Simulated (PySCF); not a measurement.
Atomic charges by several schemes

C₅H₅F₃O.
SMILES with atom numbers: `[O:1]=[C:2]1[CH2:3][CH2:4][C@@H:5]1[C:6]([F:7])([F:8])[F:9]` (hydrogens: H10, H11 on C3; H12, H13 on C4; H14 on C5)

Geometry (GFN2-xTB, Å), atoms numbered from 1 in this order:
```
atom  x, y, z in Å
O1    -0.9393   -2.1825   -0.4776
C2    -0.7388   -1.0830   -0.0717
C3    -1.5972    0.1047    0.2846
C4    -0.3380    0.8481    0.7684
C5     0.5467   -0.3382    0.3278
C6     1.4678   -0.0297   -0.8340
F7     0.8133    0.5074   -1.8745
F8     2.4150    0.8617   -0.4896
F9     2.1073   -1.1098   -1.2891
H10   -2.0823    0.5424   -0.5865
H11   -2.3588   -0.0999    1.0345
H12   -0.1259    1.7769    0.2439
H13   -0.3100    1.0295    1.8393
H14    1.1393   -0.8281    1.1024
```

Density: PBE0/pcSseg-1 (PySCF); schemes: Mulliken, IAO, Hirshfeld and ESP-fitted. Geometry: GFN2-xTB; no solvent, vibrations or thermal averaging.

Question: Tabulate the Mulliken, IAO, Hirshfeld and ESP-fitted charges.

Answer: In e:

```json
{"atom": "O1", "environment": "ketone oxygen", "Mulliken": "-0.304", "IAO": "-0.357", "Hirshfeld": "-0.218", "ESP-fitted": "-0.477"}
{"atom": "C2", "environment": "ketone carbonyl carbon", "Mulliken": "+0.276", "IAO": "+0.402", "Hirshfeld": "+0.167", "ESP-fitted": "+0.654"}
{"atom": "C3", "environment": "sp3 carbon next to a carbonyl", "Mulliken": "-0.222", "IAO": "-0.338", "Hirshfeld": "-0.076", "ESP-fitted": "-0.385"}
{"atom": "C4", "environment": "four-membered-ring carbon", "Mulliken": "-0.154", "IAO": "-0.270", "Hirshfeld": "-0.071", "ESP-fitted": "-0.013"}
{"atom": "C5", "environment": "sp3 carbon next to a carbonyl", "Mulliken": "-0.451", "IAO": "-0.238", "Hirshfeld": "-0.065", "ESP-fitted": "-0.370"}
{"atom": "C6", "environment": "CF3 carbon", "Mulliken": "+0.867", "IAO": "+0.812", "Hirshfeld": "+0.261", "ESP-fitted": "+0.496"}
{"atom": "F7", "environment": "fluorine of a CF3 group", "Mulliken": "-0.272", "IAO": "-0.287", "Hirshfeld": "-0.088", "ESP-fitted": "-0.153"}
{"atom": "F8", "environment": "fluorine of a CF3 group", "Mulliken": "-0.272", "IAO": "-0.287", "Hirshfeld": "-0.099", "ESP-fitted": "-0.185"}
{"atom": "F9", "environment": "fluorine of a CF3 group", "Mulliken": "-0.256", "IAO": "-0.272", "Hirshfeld": "-0.089", "ESP-fitted": "-0.171"}
{"atom": "H10", "environment": "methylene hydrogen", "Mulliken": "+0.166", "IAO": "+0.175", "Hirshfeld": "+0.062", "ESP-fitted": "+0.139"}
{"atom": "H11", "environment": "methylene hydrogen", "Mulliken": "+0.159", "IAO": "+0.169", "Hirshfeld": "+0.059", "ESP-fitted": "+0.140"}
{"atom": "H12", "environment": "methylene hydrogen", "Mulliken": "+0.143", "IAO": "+0.156", "Hirshfeld": "+0.043", "ESP-fitted": "+0.071"}
{"atom": "H13", "environment": "methylene hydrogen", "Mulliken": "+0.143", "IAO": "+0.154", "Hirshfeld": "+0.051", "ESP-fitted": "+0.072"}
{"atom": "H14", "environment": "methine hydrogen", "Mulliken": "+0.177", "IAO": "+0.181", "Hirshfeld": "+0.061", "ESP-fitted": "+0.180"}
```

Mean size of the charges over all atoms: IAO 0.293 e, Mulliken 0.276 e, ESP-fitted 0.250 e, Hirshfeld 0.101 e. Each set sums to the total charge, 0, to within 0.001 e. The Hirshfeld scheme divides the density at each point in proportion to the densities of the neutral, spherically averaged free atoms. The Mulliken scheme counts on each atom the diagonal of the density matrix times the overlap matrix over that atom's basis functions.

Lowest charge. The schemes don't all agree: Mulliken C5 (-0.451); IAO O1 (-0.357); Hirshfeld O1 (-0.218); ESP-fitted O1 (-0.477).

Highest charge. The schemes don't all agree: Mulliken C6 (+0.867); IAO C6 (+0.812); Hirshfeld C6 (+0.261); ESP-fitted C2 (+0.654).

Question: Sum the charges by element, for elements with more than one atom.

Answer: 
```csv
element,atoms,Mulliken,IAO,Hirshfeld,ESP-fitted
C,5,+0.317,+0.368,+0.217,+0.383
F,3,-0.800,-0.846,-0.276,-0.509
H,5,+0.787,+0.835,+0.277,+0.603
```

Question: How many electrons does the Hirshfeld scheme count on F7?

Answer: Z − q = 9 − (-0.088) = 9.088.

Question: How closely do the schemes follow one another over all atoms?

Answer: Correlation coefficient and root-mean-square difference: Mulliken with IAO 0.97, 0.083 e; IAO with Hirshfeld 0.97, 0.222 e; Mulliken with Hirshfeld 0.93, 0.225 e; Hirshfeld with ESP-fitted 0.92, 0.207 e; IAO with ESP-fitted 0.89, 0.151 e; Mulliken with ESP-fitted 0.86, 0.170 e.

The run behind these numbers computed NMR shieldings as well. The run took 27 s (grids of density and orbitals included) on one thread of an Intel Xeon Platinum 8488C, shared host with 96 logical CPUs at a one-minute load of 9.2, and the process peaked at 0.85 GiB of memory.
